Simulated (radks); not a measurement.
Species: Er III. Configuration: [Xe] 4f12. All-electron calculation, scalar-relativistic Kohn-Sham, PBEsol, spin-polarised, spherical densities, finite nucleus; open shells are filled with parallel spins first (spin-orbit coupling, left out, can overturn this in heavy ions); Fermi nuclear charge, rms radius 5.2516 fm. Program: a radial shooting solver on a logarithmic mesh with Libxc functionals.

Local quantities along the radius. ELF = 1/(1 + alpha^2) is the electron localisation function; alpha = (tau - tau_W)/tau_unif compares the Pauli kinetic energy density with that of the uniform gas (summed over spins). tau is taken from the large components.

```
   r/bohr * ELF (the largest magnitude, 0.999, reaches the edge; | marks zero)
  0.00184 |                                                      *
 0.002493 |                                                      *
 0.003379 |                                                      *
  0.00458 |                                                      *
 0.006207 |                                                      *
 0.008412 |                                                     *
   0.0114 |                                                    *
  0.01545 |                                              *
  0.02094 |                              *
  0.02838 |                 *
  0.03846 |                       *
  0.05213 |                                     *
  0.07065 |                                      *
  0.09498 |                       *
   0.1287 |                     *
   0.1745 |                                     *
   0.2364 |                                 *
   0.3204 |            *
   0.4343 |                                 *
   0.5886 |                                     *
   0.7977 |                     *
    1.081 |                     *
    1.465 |                               *
    1.986 |                       *
    2.691 |    *
    3.647 *
    4.943 *
```

On this mesh the ELF has minima near r = 0.028, 0.11, 0.32, 0.93 bohr, which separate the shells, and maxima near 0.061 (0.74), 0.20 (0.73), 0.51 (0.71), 1.5 (0.59).

Self-consistent cycle (total energy in hartree, residual of the potential): 1: -13063.55242, 1e+01; 2: -13077.74332, 5e+00; 3: -13079.75890, 1e+00; 4: -13079.12013, 2e+00; 5: -13080.18652, 3e-01; 6: -13080.19501, 2e-01; 7: -13080.20272, 1e-01; 8: -13080.20492, 3e-02; 9: -13080.20507, 2e-03; 10: -13080.20508, 4e-04; 11: -13080.20508, 1e-04; 12: -13080.20508, 2e-06; 13: -13080.20508, 1e-06; 14: -13080.20508, 7e-08; 15: -13080.20508, 5e-09.
